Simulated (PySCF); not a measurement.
C4H7NSi.
Atom-mapped SMILES: `[SiH3:1][n:2]1[cH:3][cH:4][cH:5][cH:6]1` (hydrogens: H7, H8, H9 on Si1; H10 on C3; H11 on C4; H12 on C5; H13 on C6)

The same species was optimised twice, with GFN2-xTB and with PBE0-D3(BJ)/def2-SVP (PySCF), and the same property calculations (PySCF, gas phase) were run on both structures.

```json
{"coordinate": "Si1–N2 (Å)", "GFN2-xTB": "1.747", "PBE0-D3(BJ)/def2-SVP": "1.770", "change": "+0.023"}
{"coordinate": "C3–C4 (Å)", "GFN2-xTB": "1.360", "PBE0-D3(BJ)/def2-SVP": "1.374", "change": "+0.014"}
{"coordinate": "C5–C6 (Å)", "GFN2-xTB": "1.360", "PBE0-D3(BJ)/def2-SVP": "1.374", "change": "+0.014"}
{"coordinate": "N2–C3 (Å)", "GFN2-xTB": "1.371", "PBE0-D3(BJ)/def2-SVP": "1.381", "change": "+0.010"}
{"coordinate": "N2–C6 (Å)", "GFN2-xTB": "1.371", "PBE0-D3(BJ)/def2-SVP": "1.380", "change": "+0.009"}
{"coordinate": "C4–C5 (Å)", "GFN2-xTB": "1.416", "PBE0-D3(BJ)/def2-SVP": "1.424", "change": "+0.008"}
{"coordinate": "C3–N2–C6 (°)", "GFN2-xTB": "107.1", "PBE0-D3(BJ)/def2-SVP": "108.0", "change": "+0.9"}
{"coordinate": "Si1–N2–C3 (°)", "GFN2-xTB": "126.6", "PBE0-D3(BJ)/def2-SVP": "125.9", "change": "-0.7"}
{"coordinate": "N2–C3–C4 (°)", "GFN2-xTB": "109.6", "PBE0-D3(BJ)/def2-SVP": "108.9", "change": "-0.7"}
{"coordinate": "N2–C6–C5 (°)", "GFN2-xTB": "109.6", "PBE0-D3(BJ)/def2-SVP": "108.9", "change": "-0.7"}
{"coordinate": "Si1–N2–C6 (°)", "GFN2-xTB": "126.2", "PBE0-D3(BJ)/def2-SVP": "125.9", "change": "-0.3"}
{"coordinate": "C4–C5–C6 (°)", "GFN2-xTB": "106.8", "PBE0-D3(BJ)/def2-SVP": "107.1", "change": "+0.3"}
{"coordinate": "C3–C4–C5 (°)", "GFN2-xTB": "106.9", "PBE0-D3(BJ)/def2-SVP": "107.1", "change": "+0.2"}
```

Rotational constants: A = 8487, B = 2112, C = 1725 MHz (GFN2-xTB) against A = 8281, B = 2075, C = 1693 MHz (PBE0-D3(BJ)/def2-SVP).

On the GFN2-xTB structure: lowest singlet, TDDFT (eV) 5.34 [PBE0/def2-SVPD]; lowest triplet, Tamm–Dancoff (eV) 4.23 [PBE0/def2-SVPD]; isotropic polarisability (au) 76.9 [PBE0/def2-SVPD]; HOMO (eV) -6.26 [PBE0/def2-SVPD]; LUMO (eV) 0.15 [PBE0/def2-SVPD]; dipole (D) 1.45 [PBE0/def2-SVPD]; HOMO (eV) -6.22 [PBE0/pcSseg-1]; LUMO (eV) 0.28 [PBE0/pcSseg-1]; dipole (D) 1.58 [PBE0/pcSseg-1]; GIAO shielding of Si1 (ppm) 399.8 [PBE0/pcSseg-1]; GIAO shielding of N2 (ppm) 105.2 [PBE0/pcSseg-1]; GIAO shielding of C3/C6 (mean) (ppm) 58.7 [PBE0/pcSseg-1]; GIAO shielding of C4/C5 (mean) (ppm) 68.7 [PBE0/pcSseg-1].

Q: What do these properties become on the PBE0-D3(BJ)/def2-SVP structure?

A: 
```
                                    property           level  on GFN2-xTB  on PBE0-D3(BJ)/def2-SVP  change
                  lowest singlet, TDDFT (eV)  PBE0/def2-SVPD         5.34                     5.34    0.00
           lowest triplet, Tamm–Dancoff (eV)  PBE0/def2-SVPD         4.23                     4.12   -0.11
               isotropic polarisability (au)  PBE0/def2-SVPD         76.9                     79.2    +2.3
                                   HOMO (eV)  PBE0/def2-SVPD        -6.26                    -6.27   -0.01
                                   LUMO (eV)  PBE0/def2-SVPD         0.15                     0.15    0.00
                                  dipole (D)  PBE0/def2-SVPD         1.45                     1.33   -0.12
energy, GFN2-xTB geometry as zero (kcal/mol)  PBE0/def2-SVPD          0.0                     -1.7    -1.7
                                   HOMO (eV)   PBE0/pcSseg-1        -6.22                    -6.23   -0.01
                                   LUMO (eV)   PBE0/pcSseg-1         0.28                     0.28    0.00
                                  dipole (D)   PBE0/pcSseg-1         1.58                     1.44   -0.14
energy, GFN2-xTB geometry as zero (kcal/mol)   PBE0/pcSseg-1          0.0                     -1.0    -1.0
                 GIAO shielding of Si1 (ppm)   PBE0/pcSseg-1        399.8                    398.2    -1.6
                  GIAO shielding of N2 (ppm)   PBE0/pcSseg-1        105.2                    100.3    -4.9
        GIAO shielding of C3/C6 (mean) (ppm)   PBE0/pcSseg-1         58.7                     55.8    -2.9
        GIAO shielding of C4/C5 (mean) (ppm)   PBE0/pcSseg-1         68.7                     65.8    -2.9
```

The heavy atoms differ by 0.019 Å rms after alignment. Among bonds between heavy atoms Si1–N2 changes most (+0.023 Å). Changes are differences of the printed values. Neither structure is proved a minimum here.
